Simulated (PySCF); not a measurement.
Compound: CH₉NSi₃.
Z-matrix (Å and degrees, PBE0-D3(BJ)/def2-SVP geometry), rows numbered from 1:
```
N 
C   1  1.2732
Si  2  1.9035  1  117.07
Si  3  2.3415  2  104.58  1    -8.08
Si  3  2.3479  2  109.48  1   111.92
H   1  1.0275  2  111.64  3  -179.06
H   2  1.1106  1  122.78  3   179.25
H   3  1.5001  2  109.32  1  -129.69
H   4  1.4929  3  110.71  2   -57.25
H   4  1.4977  3  109.51  2  -176.96
H   4  1.4926  3  109.50  2    64.53
H   5  1.4967  3  111.06  2    56.99
H   5  1.4957  3  110.01  2   177.31
H   5  1.4954  3  109.57  2   -63.06
```

Theory: PBE0-D3(BJ)/def2-SVP geometry optimisation, gas phase in PySCF 2.14.0.

Masses are those of the commonest isotopes; rigid-rotor values at the optimised geometry. The values belong to one conformer with, in the numbering `[H]/[N:1]=[CH:2]/[SiH:3]([SiH3:4])[SiH3:5]`, N1–C2–Si3–Si4 -8°.

**Question.** What are A, B and C (MHz)?

**Answer.** Ia = 206.39, Ib = 308.38, Ic = 448.61 u·Å²; 505379 MHz·u·Å²/I gives A = 2449, B = 1639, C = 1127 MHz.

**Question.** What kind of rotor is it?

**Answer.** An asymmetric top. Ray's parameter κ = (2B − A − C)/(A − C) = -0.225; −1 is the prolate and +1 the oblate limit.

**Question.** What does the inertial defect say?

**Answer.** Not planar: Δ = Ic − Ia − Ib = -66.16 u·Å². For a rigid frame Δ = −2 Σ m c², so Σ m c² = 33.08 u·Å² lies off the ab plane: 11.91 from hydrogen and 21.17 from heavier atoms. The atom farthest from that plane is 2.17 Å away.

**Question.** Give the other two planar moments, Paa and Pbb, and the rms extents of the mass along the axes.

**Answer.** Paa = Σ m a² = (Ib + Ic − Ia)/2 = 275.30 and Pbb = Σ m b² = (Ia + Ic − Ib)/2 = 173.31 u·Å². With the mass M = 119.00 u, the rms extents √(P/M) along a, b and c are 1.52, 1.21, 0.53 Å.

**Question.** Give the coordinates in the principal-axis frame, origin at the centre of mass.

**Answer.** The sense of each axis is arbitrary; atoms in the order of the calculation.
```
atom  mass (u)   a (Å)   b (Å)   c (Å)
  N1    14.003  -1.665  -1.698   0.568
  C2    12.000  -0.649  -1.738  -0.199
 Si3    27.977   0.141  -0.074  -0.679
 Si4    27.977  -1.340   1.541   0.146
 Si5    27.977   2.263   0.099   0.311
  H6     1.008  -2.014  -2.639   0.785
  H7     1.008  -0.216  -2.690  -0.574
  H8     1.008   0.312  -0.017  -2.168
  H9     1.008  -2.707   1.343  -0.420
 H10     1.008  -0.857   2.906  -0.239
 H11     1.008  -1.382   1.464   1.636
 H12     1.008   3.138  -1.047  -0.089
 H13     1.008   2.922   1.374  -0.111
 H14     1.008   2.123   0.098   1.800
```

**Question.** Predict some low-J microwave lines.

**Answer.** The dipole components are |μa| = 0.46 D, |μb| = 1.80 D, |μc| = 0.53 D. The squared components, which scale the intensities, stand as 0.06 : 1.00 : 0.09 (a : b : c). Some of the stronger lines:

| type | branch | J(Ka,Kc) | MHz | lower level (cm⁻¹) |
| --- | --- | --- | --- | --- |
| b | Q | 1(1,0) ← 1(0,1) | 1322 | 0.092 |
| b | Q | 2(2,1) ← 2(1,2) | 3966 | 0.287 |
| b | Q | 3(3,0) ← 3(2,1) | 4688 | 0.722 |
| b | Q | 3(3,1) ← 3(2,2) | 5427 | 0.696 |
| b | Q | 4(2,3) ← 4(1,4) | 5978 | 0.860 |
| b | Q | 5(4,1) ← 5(3,2) | 6490 | 1.756 |
| b | R | 3(1,2) ← 2(2,1) | 6497 | 0.419 |
| b | Q | 4(4,1) ← 4(3,2) | 7243 | 1.254 |
| b | Q | 5(4,2) ← 5(3,3) | 7328 | 1.726 |
| b | R | 5(3,2) ← 4(4,1) | 7794 | 1.496 |
| b | R | 2(2,1) ← 1(1,0) | 8472 | 0.136 |
| b | R | 2(2,0) ← 1(1,1) | 9162 | 0.119 |
| b | R | 4(0,4) ← 3(1,3) | 9694 | 0.535 |
| b | R | 5(1,5) ← 4(0,4) | 12145 | 0.858 |
| b | R | 4(2,3) ← 3(1,2) | 12718 | 0.636 |
| b | R | 3(2,1) ← 2(1,2) | 13043 | 0.287 |
| b | R | 5(2,4) ← 4(1,3) | 14558 | 1.022 |
| b | R | 4(3,2) ← 3(2,1) | 15972 | 0.722 |
| b | R | 4(4,1) ← 3(3,0) | 18527 | 0.878 |
| b | R | 5(3,2) ← 4(2,3) | 20869 | 1.060 |
| b | R | 5(2,3) ← 4(1,4) | 22990 | 0.860 |
| b | R | 5(5,1) ← 4(4,0) | 23446 | 1.496 |

**Question.** Estimate the classical rotational partition function at 10 K, 50 K and 500 K.

**Answer.** Point group C1, symmetry number σ = 1; q = (√π/σ)·√((kT/h)³/(ABC)), k/h = 20836.6 MHz/K: 2510 at 10 K, 28000 at 50 K, 886000 at 500 K.

Stationary, but not proved a minimum. Zero-point vibration and centrifugal distortion are left out. A rigid rotor knows nothing of internal rotation, which can split or shift real lines. Quadrupole hyperfine structure (14N) is left out.
